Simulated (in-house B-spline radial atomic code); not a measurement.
Sc⁶⁺. Computed with a B-spline radial atomic code. Model: all-electron spherical atom, spin shells full or empty, radial basis limit, no spin-orbit coupling, Breit or QED, empty-state partial waves extrapolated as (l+1/2)^-4, RPA, G0W0 and static COHSEX of the highest shell as one setting changes (uncorrelated shells keep exact exchange).

Empty levels are discrete states of a finite basis, so the steps are uneven.

Given: element Sc; charge 6; filled core Ne; hamiltonian one-electron scalar X2C; mean-field start r2SCAN; highest l of empty states 9; nuclear rms radius 3.5459 fm; lowest nl shells left uncorrelated 3; highest mean-field shell 3p up; box radius 9.29 bohr.

Shell: 3s 1 1, 3p 3 0 (electrons up and down).

```json
{"highest empty level kept (hartree)": "16.33", "RPA correlation energy (hartree)": "-0.25063", "G0W0 level (eV)": "-136.74", "G0W0 minus most complete (meV)": "165", "COHSEX level (eV)": "-139.41", "linearised minus solved G0W0 (meV)": "-14.9"}
{"highest empty level kept (hartree)": "32.67", "RPA correlation energy (hartree)": "-0.26022", "G0W0 level (eV)": "-136.84", "G0W0 minus most complete (meV)": "69", "COHSEX level (eV)": "-139.74", "linearised minus solved G0W0 (meV)": "-15.2"}
{"highest empty level kept (hartree)": "57.17", "RPA correlation energy (hartree)": "-0.26445", "G0W0 level (eV)": "-136.88", "G0W0 minus most complete (meV)": "26", "COHSEX level (eV)": "-139.87", "linearised minus solved G0W0 (meV)": "-15.4"}
{"highest empty level kept (hartree)": "98", "RPA correlation energy (hartree)": "?", "G0W0 level (eV)": "?", "G0W0 minus most complete (meV)": "?", "COHSEX level (eV)": "?", "linearised minus solved G0W0 (meV)": "?"}
{"highest empty level kept (hartree)": "163.33", "RPA correlation energy (hartree)": "-0.26654", "G0W0 level (eV)": "-136.91", "G0W0 minus most complete (meV)": "3.9", "COHSEX level (eV)": "-139.94", "linearised minus solved G0W0 (meV)": "-15.5"}
{"highest empty level kept (hartree)": "294", "RPA correlation energy (hartree)": "-0.26679", "G0W0 level (eV)": "-136.91", "G0W0 minus most complete (meV)": "1.4", "COHSEX level (eV)": "-139.96", "linearised minus solved G0W0 (meV)": "-15.5"}
{"highest empty level kept (hartree)": "490", "RPA correlation energy (hartree)": "-0.26686", "G0W0 level (eV)": "-136.91", "G0W0 minus most complete (meV)": "0.6", "COHSEX level (eV)": "-139.96", "linearised minus solved G0W0 (meV)": "-15.5"}
{"highest empty level kept (hartree)": "980", "RPA correlation energy (hartree)": "?", "G0W0 level (eV)": "?", "G0W0 minus most complete (meV)": "?", "COHSEX level (eV)": "?", "linearised minus solved G0W0 (meV)": "?"}
{"highest empty level kept (hartree)": "1960", "RPA correlation energy (hartree)": "-0.26691", "G0W0 level (eV)": "-136.91", "G0W0 minus most complete (meV)": "0", "COHSEX level (eV)": "-139.96", "linearised minus solved G0W0 (meV)": "-15.5"}
{"highest empty level kept (hartree)": "4083.3", "RPA correlation energy (hartree)": "-0.26691", "G0W0 level (eV)": "-136.91", "G0W0 minus most complete (meV)": "0", "COHSEX level (eV)": "-139.96", "linearised minus solved G0W0 (meV)": "-15.5"}
{"highest empty level kept (hartree)": "9800", "RPA correlation energy (hartree)": "-0.26691", "G0W0 level (eV)": "-136.91", "G0W0 minus most complete (meV)": "0", "COHSEX level (eV)": "-139.96", "linearised minus solved G0W0 (meV)": "-15.5"}
{"highest empty level kept (hartree)": "32667", "RPA correlation energy (hartree)": "-0.26691", "G0W0 level (eV)": "-136.91", "G0W0 minus most complete (meV)": "0", "COHSEX level (eV)": "-139.96", "linearised minus solved G0W0 (meV)": "-15.5"}
```

**Question.** What follows for highest empty level kept = 980?

**Answer.** RPA correlation energy -0.26689 hartree; G0W0 level -136.91 eV; G0W0 minus most complete 0.2 meV; COHSEX level -139.96 eV; linearised minus solved G0W0 -15.5 meV.

**Question.** What follows for highest empty level kept = 98?

**Answer.** RPA correlation energy -0.26606 hartree; G0W0 level -136.9 eV; G0W0 minus most complete 9.2 meV; COHSEX level -139.93 eV; linearised minus solved G0W0 -15.4 meV.
